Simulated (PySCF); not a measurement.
Spectroscopy problems

Calculated, not measured (PySCF): GIAO PBE0/pcSseg-1 shieldings, geometry from GFN2-xTB. No solvent model, non-relativistic, one computed conformer, averaged over atoms made equivalent by symmetry, fast rotation or ring inversion.

References, each an isolated molecule treated in the same way: 1H (σ = 31.72 ppm) and 13C (σ = 186.93 ppm) against TMS. Splittings of carbon signals by F and P are missing where no couplings were computed. Where no couplings were computed, multiplicities follow the n + 1 count of equivalent neighbours, and m marks all less simple cases (inequivalent or close neighbours, rings, F or P nearby). Acid and N–H amide carbonyl carbons lie up to 10 ppm further downfield in solution (hydrogen bonding). Shifts are as computed. Against solution values, carbons near 30 ppm lie about +3 ppm off and those near 130 ppm about +5 ppm. Of 1309 compounds with measured shifts, 239 miss one by over three times the rms of a fit or turn the order of signals round; such compounds aren't used in these exercises. OH and NH positions are gas-phase values without hydrogen bonding to other molecules.

(1) C2H9NO3Si2. 1H NMR (400 MHz, computed): δ 6.35 (br s, 1H), 5.09 (s, 2H), 4.72 (s, 2H), 4.68 (s, 3H), 1.65 (br s, 1H). 13C{1H} NMR (computed): δ 179.8 (C), 65.7 (CH2). Give a structure.

(2) C4H5FO3Si. 1H NMR (600 MHz, computed): δ 8.21 (s, 1H), 7.57 (m, 1H), 6.29 (m, 1H), 5.42 (m, 1H), 5.19 (m, 1H). 13C{1H} NMR (computed): δ 182.0 (C), 164.2 (CH), 131.0 (CH), 94.9 (CH). Identify the compound.

Results:

(1) SMILES O=C(O)CO[SiH2]N[SiH3]. Rings plus π bonds: 1 (no ring in the answer). 2 carbon signals for 2 carbons: no two carbons are equivalent. Carbon types of the structure: 1 × C, 1 × CH2, leaving 7 H on heteroatoms. δC 179.8: carboxylic acid carbon; it is a carbonyl in resonance with an O or N lone pair, the region of acids, esters and amides. δC 65.7: sp3 CH2 bonded to O, α to a carbonyl; deshielded by the electronegative neighbour. δH 4.72: hydrogen on an sp3 CH2 bonded to O, α to a carbonyl; its carbon carries O, hence the downfield position. δH 1.65: hydrogen on a nitrogen bonded to 2 Si; exchangeable; this is the value without hydrogen bonding to other molecules.

The data come from this structure; uniqueness wasn't tested.

(2) SMILES O=CO[C@@H]1C=C(F)[SiH2]O1. Rings plus π bonds: 3 (1 ring in the answer). 4 carbon signals for 4 carbons: no two carbons are equivalent. Carbon types of the structure: 1 × C, 3 × CH, leaving 2 H on heteroatoms. δC 182.0: fully substituted alkene carbon. δC 164.2: ester carbonyl carbon; lone-pair donation from the attached heteroatom keeps it upfield of a ketone carbonyl. δC 131.0: alkene CH; the olefinic region. δC 94.9: sp3 carbon bearing two oxygens; 2 electronegative neighbours deshield it.

This is the structure that produced the data.
